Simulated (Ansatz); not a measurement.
# Molecular dynamics of Cl2H6NO3Ta

The input (input.yaml):

```yaml
crystal:
  periodic: [false, false, false]
  atoms:
    - { symbol: Ta, position_ang: [-0.497759, 0.678849, -0.127091] }
    - { symbol: "N", position_ang: [2.379678, -0.361591, 0.136257] }
    - { symbol: H, position_ang: [2.895722, -1.218172, 0.378932] }
    - { symbol: H, position_ang: [2.167374, -0.423769, -0.871842] }
    - { symbol: O, position_ang: [0.114178, 0.431152, 1.662453] }
    - { symbol: H, position_ang: [1.024645, 0.039625, 1.615487] }
    - { symbol: O, position_ang: [0.141872, 0.172925, -1.891596] }
    - { symbol: H, position_ang: [-0.161604, -0.718169, -2.160126] }
    - { symbol: Cl, position_ang: [-2.570573, 1.705776, -0.108852] }
    - { symbol: O, position_ang: [-1.147769, -1.17259, -0.161614] }
    - { symbol: H, position_ang: [-1.375889, -1.624559, 0.671984] }
    - { symbol: Cl, position_ang: [0.837392, 2.639962, -0.421559] }
    - { symbol: H, position_ang: [3.041232, 0.422858, 0.221564] }
basis:
  gaussian: { orbitals: def2-SVP }
hamiltonian:
  xc: pbe
md:
  timestep: 0.5
  n_steps: 200
  ensemble: nve
  temperature: 100.0
  initial_velocities: maxwell_boltzmann
  seed: 2771
```

Launched with:

```bash
$ ansatz run input.yaml --threads 4 --pin off --max-ram 5120MiB --backend cpu --events-out ev --progress --plain --runs-dir out
```

It starts at the highest image of a converged band, a first-order saddle point between two minima.

Output, in part (one step line in 3, the closing report, with atoms numbered from 0):

```
md step     0: t =     0.00 fs  T =   100.0 K  F+E_penalty+E_count = -34302.67428968 eV  E_kin = 0.142186 eV  conserved = -34302.53210368 eV  (35 SCF iters)
md step     3: t =     1.50 fs  T =    81.8 K  F+E_penalty+E_count = -34302.64782508 eV  E_kin = 0.116284 eV  conserved = -34302.53154076 eV  (34 SCF iters)
md step     6: t =     3.00 fs  T =    66.9 K  F+E_penalty+E_count = -34302.62644911 eV  E_kin = 0.095056 eV  conserved = -34302.53139305 eV  (34 SCF iters)
md step     9: t =     4.50 fs  T =    68.7 K  F+E_penalty+E_count = -34302.62945747 eV  E_kin = 0.097619 eV  conserved = -34302.53183811 eV  (35 SCF iters)
md step    12: t =     6.00 fs  T =    56.8 K  F+E_penalty+E_count = -34302.61219771 eV  E_kin = 0.080718 eV  conserved = -34302.53147998 eV  (36 SCF iters)
md step    15: t =     7.50 fs  T =    56.8 K  F+E_penalty+E_count = -34302.61214413 eV  E_kin = 0.080818 eV  conserved = -34302.53132649 eV  (34 SCF iters)
md step    18: t =     9.00 fs  T =    77.5 K  F+E_penalty+E_count = -34302.64210992 eV  E_kin = 0.110142 eV  conserved = -34302.53196806 eV  (35 SCF iters)
md step    21: t =    10.50 fs  T =    72.7 K  F+E_penalty+E_count = -34302.63514646 eV  E_kin = 0.103433 eV  conserved = -34302.53171320 eV  (35 SCF iters)
md step    24: t =    12.00 fs  T =    58.2 K  F+E_penalty+E_count = -34302.61413689 eV  E_kin = 0.082701 eV  conserved = -34302.53143632 eV  (36 SCF iters)
md step    27: t =    13.50 fs  T =    55.3 K  F+E_penalty+E_count = -34302.61044065 eV  E_kin = 0.078671 eV  conserved = -34302.53176968 eV  (36 SCF iters)
md step    30: t =    15.00 fs  T =    42.4 K  F+E_penalty+E_count = -34302.59191198 eV  E_kin = 0.060329 eV  conserved = -34302.53158337 eV  (36 SCF iters)
md step    33: t =    16.50 fs  T =    34.7 K  F+E_penalty+E_count = -34302.58065449 eV  E_kin = 0.049384 eV  conserved = -34302.53127018 eV  (36 SCF iters)
md step    36: t =    18.00 fs  T =    53.6 K  F+E_penalty+E_count = -34302.60796007 eV  E_kin = 0.076196 eV  conserved = -34302.53176453 eV  (35 SCF iters)
md step    39: t =    19.50 fs  T =    63.7 K  F+E_penalty+E_count = -34302.62238497 eV  E_kin = 0.090605 eV  conserved = -34302.53177948 eV  (35 SCF iters)
md step    42: t =    21.00 fs  T =    60.1 K  F+E_penalty+E_count = -34302.61702076 eV  E_kin = 0.085478 eV  conserved = -34302.53154263 eV  (36 SCF iters)
md step    45: t =    22.50 fs  T =    59.6 K  F+E_penalty+E_count = -34302.61646613 eV  E_kin = 0.084740 eV  conserved = -34302.53172599 eV  (35 SCF iters)
md step    48: t =    24.00 fs  T =    50.2 K  F+E_penalty+E_count = -34302.60301544 eV  E_kin = 0.071331 eV  conserved = -34302.53168475 eV  (35 SCF iters)
md step    51: t =    25.50 fs  T =    36.3 K  F+E_penalty+E_count = -34302.58305584 eV  E_kin = 0.051664 eV  conserved = -34302.53139147 eV  (36 SCF iters)
md step    54: t =    27.00 fs  T =    40.6 K  F+E_penalty+E_count = -34302.58927751 eV  E_kin = 0.057740 eV  conserved = -34302.53153762 eV  (36 SCF iters)
md step    57: t =    28.50 fs  T =    53.1 K  F+E_penalty+E_count = -34302.60714632 eV  E_kin = 0.075430 eV  conserved = -34302.53171585 eV  (36 SCF iters)
md step    60: t =    30.00 fs  T =    58.2 K  F+E_penalty+E_count = -34302.61438097 eV  E_kin = 0.082738 eV  conserved = -34302.53164313 eV  (36 SCF iters)
md step    63: t =    31.50 fs  T =    59.6 K  F+E_penalty+E_count = -34302.61634499 eV  E_kin = 0.084687 eV  conserved = -34302.53165755 eV  (35 SCF iters)
md step    66: t =    33.00 fs  T =    55.7 K  F+E_penalty+E_count = -34302.61089114 eV  E_kin = 0.079162 eV  conserved = -34302.53172945 eV  (35 SCF iters)
md step    69: t =    34.50 fs  T =    42.3 K  F+E_penalty+E_count = -34302.59180239 eV  E_kin = 0.060214 eV  conserved = -34302.53158886 eV  (36 SCF iters)
md step    72: t =    36.00 fs  T =    32.8 K  F+E_penalty+E_count = -34302.57800748 eV  E_kin = 0.046590 eV  conserved = -34302.53141790 eV  (36 SCF iters)
md step    75: t =    37.50 fs  T =    40.7 K  F+E_penalty+E_count = -34302.58941574 eV  E_kin = 0.057832 eV  conserved = -34302.53158350 eV  (35 SCF iters)
md step    78: t =    39.00 fs  T =    53.2 K  F+E_penalty+E_count = -34302.60739519 eV  E_kin = 0.075690 eV  conserved = -34302.53170532 eV  (35 SCF iters)
md step    81: t =    40.50 fs  T =    59.6 K  F+E_penalty+E_count = -34302.61627769 eV  E_kin = 0.084682 eV  conserved = -34302.53159571 eV  (35 SCF iters)
md step    84: t =    42.00 fs  T =    65.2 K  F+E_penalty+E_count = -34302.62447284 eV  E_kin = 0.092772 eV  conserved = -34302.53170062 eV  (36 SCF iters)
md step    87: t =    43.50 fs  T =    62.0 K  F+E_penalty+E_count = -34302.61993730 eV  E_kin = 0.088135 eV  conserved = -34302.53180258 eV  (35 SCF iters)
md step    90: t =    45.00 fs  T =    45.0 K  F+E_penalty+E_count = -34302.59549431 eV  E_kin = 0.064040 eV  conserved = -34302.53145406 eV  (35 SCF iters)
md step    93: t =    46.50 fs  T =    42.0 K  F+E_penalty+E_count = -34302.59111702 eV  E_kin = 0.059670 eV  conserved = -34302.53144673 eV  (35 SCF iters)
md step    96: t =    48.00 fs  T =    53.1 K  F+E_penalty+E_count = -34302.60735240 eV  E_kin = 0.075564 eV  conserved = -34302.53178889 eV  (35 SCF iters)
md step    99: t =    49.50 fs  T =    54.2 K  F+E_penalty+E_count = -34302.60860878 eV  E_kin = 0.077078 eV  conserved = -34302.53153097 eV  (35 SCF iters)
md step   102: t =    51.00 fs  T =    61.1 K  F+E_penalty+E_count = -34302.61839169 eV  E_kin = 0.086842 eV  conserved = -34302.53154961 eV  (34 SCF iters)
md step   105: t =    52.50 fs  T =    70.3 K  F+E_penalty+E_count = -34302.63188713 eV  E_kin = 0.099906 eV  conserved = -34302.53198083 eV  (37 SCF iters)
md step   108: t =    54.00 fs  T =    51.5 K  F+E_penalty+E_count = -34302.60487224 eV  E_kin = 0.073265 eV  conserved = -34302.53160714 eV  (36 SCF iters)
md step   111: t =    55.50 fs  T =    34.2 K  F+E_penalty+E_count = -34302.57992117 eV  E_kin = 0.048600 eV  conserved = -34302.53132106 eV  (35 SCF iters)
md step   114: t =    57.00 fs  T =    39.1 K  F+E_penalty+E_count = -34302.58745590 eV  E_kin = 0.055638 eV  conserved = -34302.53181828 eV  (36 SCF iters)
md step   117: t =    58.50 fs  T =    33.7 K  F+E_penalty+E_count = -34302.57936690 eV  E_kin = 0.047848 eV  conserved = -34302.53151928 eV  (35 SCF iters)
md step   120: t =    60.00 fs  T =    36.5 K  F+E_penalty+E_count = -34302.58334659 eV  E_kin = 0.051969 eV  conserved = -34302.53137766 eV  (36 SCF iters)
md step   123: t =    61.50 fs  T =    55.9 K  F+E_penalty+E_count = -34302.61145610 eV  E_kin = 0.079479 eV  conserved = -34302.53197744 eV  (36 SCF iters)
md step   126: t =    63.00 fs  T =    48.0 K  F+E_penalty+E_count = -34302.60007116 eV  E_kin = 0.068317 eV  conserved = -34302.53175437 eV  (36 SCF iters)
md step   129: t =    64.50 fs  T =    30.6 K  F+E_penalty+E_count = -34302.57478323 eV  E_kin = 0.043484 eV  conserved = -34302.53129921 eV  (35 SCF iters)
md step   132: t =    66.00 fs  T =    35.8 K  F+E_penalty+E_count = -34302.58269779 eV  E_kin = 0.050876 eV  conserved = -34302.53182169 eV  (35 SCF iters)
md step   135: t =    67.50 fs  T =    29.8 K  F+E_penalty+E_count = -34302.57395602 eV  E_kin = 0.042341 eV  conserved = -34302.53161516 eV  (35 SCF iters)
md step   138: t =    69.00 fs  T =    26.2 K  F+E_penalty+E_count = -34302.56845164 eV  E_kin = 0.037201 eV  conserved = -34302.53125081 eV  (35 SCF iters)
md step   141: t =    70.50 fs  T =    50.3 K  F+E_penalty+E_count = -34302.60334557 eV  E_kin = 0.071521 eV  conserved = -34302.53182498 eV  (35 SCF iters)
md step   144: t =    72.00 fs  T =    59.3 K  F+E_penalty+E_count = -34302.61617813 eV  E_kin = 0.084263 eV  conserved = -34302.53191476 eV  (35 SCF iters)
md step   147: t =    73.50 fs  T =    47.0 K  F+E_penalty+E_count = -34302.59812920 eV  E_kin = 0.066757 eV  conserved = -34302.53137177 eV  (36 SCF iters)
md step   150: t =    75.00 fs  T =    50.4 K  F+E_penalty+E_count = -34302.60337575 eV  E_kin = 0.071594 eV  conserved = -34302.53178161 eV  (36 SCF iters)
md step   153: t =    76.50 fs  T =    44.2 K  F+E_penalty+E_count = -34302.59459335 eV  E_kin = 0.062860 eV  conserved = -34302.53173290 eV  (36 SCF iters)
md step   156: t =    78.00 fs  T =    31.7 K  F+E_penalty+E_count = -34302.57636237 eV  E_kin = 0.045089 eV  conserved = -34302.53127357 eV  (34 SCF iters)
md step   159: t =    79.50 fs  T =    46.6 K  F+E_penalty+E_count = -34302.59785708 eV  E_kin = 0.066223 eV  conserved = -34302.53163445 eV  (36 SCF iters)
md step   162: t =    81.00 fs  T =    61.9 K  F+E_penalty+E_count = -34302.61986556 eV  E_kin = 0.087953 eV  conserved = -34302.53191224 eV  (34 SCF iters)
md step   165: t =    82.50 fs  T =    57.5 K  F+E_penalty+E_count = -34302.61322978 eV  E_kin = 0.081749 eV  conserved = -34302.53148037 eV  (34 SCF iters)
md step   168: t =    84.00 fs  T =    61.2 K  F+E_penalty+E_count = -34302.61872315 eV  E_kin = 0.086982 eV  conserved = -34302.53174142 eV  (37 SCF iters)
md step   171: t =    85.50 fs  T =    57.1 K  F+E_penalty+E_count = -34302.61294798 eV  E_kin = 0.081165 eV  conserved = -34302.53178253 eV  (34 SCF iters)
md step   174: t =    87.00 fs  T =    41.8 K  F+E_penalty+E_count = -34302.59081407 eV  E_kin = 0.059413 eV  conserved = -34302.53140118 eV  (34 SCF iters)
md step   177: t =    88.50 fs  T =    44.3 K  F+E_penalty+E_count = -34302.59444659 eV  E_kin = 0.062929 eV  conserved = -34302.53151738 eV  (35 SCF iters)
md step   180: t =    90.00 fs  T =    56.7 K  F+E_penalty+E_count = -34302.61244680 eV  E_kin = 0.080676 eV  conserved = -34302.53177060 eV  (34 SCF iters)
md step   183: t =    91.50 fs  T =    61.0 K  F+E_penalty+E_count = -34302.61828875 eV  E_kin = 0.086723 eV  conserved = -34302.53156528 eV  (34 SCF iters)
md step   186: t =    93.00 fs  T =    68.9 K  F+E_penalty+E_count = -34302.62973734 eV  E_kin = 0.098035 eV  conserved = -34302.53170211 eV  (36 SCF iters)
md step   189: t =    94.50 fs  T =    71.2 K  F+E_penalty+E_count = -34302.63301635 eV  E_kin = 0.101219 eV  conserved = -34302.53179724 eV  (35 SCF iters)
md step   192: t =    96.00 fs  T =    60.6 K  F+E_penalty+E_count = -34302.61774974 eV  E_kin = 0.086205 eV  conserved = -34302.53154519 eV  (35 SCF iters)
md step   195: t =    97.50 fs  T =    56.0 K  F+E_penalty+E_count = -34302.61122925 eV  E_kin = 0.079680 eV  conserved = -34302.53154923 eV  (35 SCF iters)
md step   198: t =    99.00 fs  T =    59.2 K  F+E_penalty+E_count = -34302.61583095 eV  E_kin = 0.084186 eV  conserved = -34302.53164525 eV  (34 SCF iters)
md step   200: t =   100.00 fs  T =    61.8 K  F+E_penalty+E_count = -34302.61947994 eV  E_kin = 0.087883 eV  conserved = -34302.53159739 eV  (37 SCF iters)
Total energy: -34302.61955013 eV, -1260.5980173165 hartree
Atom 0 at    -0.467392     0.677178    -0.108711 Å, force    -0.050650    -0.231991     0.067284 eV/Å
Atom 1 at     2.300611    -0.454933    -0.036201 Å, force    -0.565696    -0.598338     0.062048 eV/Å
Atom 2 at     2.567552    -1.437204     0.122304 Å, force     0.084389     0.040653     0.396642 eV/Å
Atom 3 at     2.174112    -0.450351    -1.051892 Å, force     0.035564     0.510446    -0.348181 eV/Å
Atom 4 at     0.107677     0.433881     1.704290 Å, force    -0.712289     0.495151    -0.032349 eV/Å
Atom 5 at     0.940807    -0.039038     1.808542 Å, force     0.627176    -0.318279     0.123964 eV/Å
Atom 6 at     0.110142     0.169663    -1.878081 Å, force    -0.121392    -0.197191    -0.274030 eV/Å
Atom 7 at    -0.287339    -0.665683    -2.209894 Å, force     0.113441     0.154560     0.098046 eV/Å
Atom 8 at    -2.566952     1.692730    -0.220135 Å, force     0.227086    -0.116609     0.119412 eV/Å
Atom 9 at    -1.180581    -1.161643    -0.084098 Å, force     0.312194     0.541599    -0.796056 eV/Å
Atom 10 at    -1.486290    -1.585431     0.720269 Å, force    -0.219604    -0.327505     0.671568 eV/Å
Atom 11 at     0.758702     2.708532    -0.388638 Å, force     0.039798    -0.101374     0.040121 eV/Å
Atom 12 at     3.097832     0.134590     0.210775 Å, force     0.229984     0.148877    -0.128470 eV/Å
Dipole moment:     0.695118    -1.073986     0.159580 e Å
```

The run went to its last step. The conserved energy stayed within 0.067 meV per atom of its start (net change 0.039 meV per atom), so the integration is sound. A run of 0.1 ps of so small a system gives no equilibrium averages. The orbitals stay closed-shell, which can raise the energy where a bond breaks towards radicals; this wasn't checked here.

Between its relaxed ends the band would break Ta1–N2. These pairs go: Ta1–N2 3.07 → 2.99 Å. In the last frame they stand as before the step (other bonds may differ from the relaxed reactants and products). It ends as one piece, Cl2H6NO3Ta. Pairs count as bonded within 1.25 times the sum of covalent radii (0.12 Å more for H–H).

Last frame:

```xyz
13
Properties=species:S:1:pos:R:3
Ta -0.467 0.677 -0.109
N 2.301 -0.455 -0.036
H 2.568 -1.437 0.122
H 2.174 -0.450 -1.052
O 0.108 0.434 1.704
H 0.941 -0.039 1.808
O 0.110 0.170 -1.878
H -0.287 -0.666 -2.210
Cl -2.567 1.693 -0.220
O -1.181 -1.162 -0.084
H -1.486 -1.585 0.720
Cl 0.759 2.708 -0.389
H 3.098 0.135 0.211
```

Run time: 9.2 min on 4 threads of Arm Neoverse V2, with other jobs on the host, peak memory 0.23 GiB.
